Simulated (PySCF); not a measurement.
**Calcium: a sound run and one with changed settings**

Sound run: Ca⁺ [Ar] 4s1, Ca²⁺ [Ar]. Computed with PySCF 2.14 in x2c-TZVPall, with the spin-free X2C one-electron Hamiltonian (Gaussian nucleus). The sound run starts from symmetry-adapted Hartree-Fock orbitals and uses a fine grid where one is needed.

Changed run: initial guess 1e, at most 50 SCF cycles.

| species | method | sound run (hartree) | changed run (hartree) | converged |
| --- | --- | --- | --- | --- |
| Ca⁺ | UHF | -679.43136 | -679.43136 | yes |
| Ca⁺ | BP86 | -680.29226 | -680.29226 | yes |
| Ca⁺ | B3LYP | -680.24048 | -680.24048 | yes |
| Ca²⁺ | UHF | -679.01393 | -679.01393 | yes |
| Ca²⁺ | BP86 | -679.84998 | -679.84998 | yes |
| Ca²⁺ | B3LYP | -679.79476 | -679.79476 | yes |

Here the plain start reaches the same solutions.
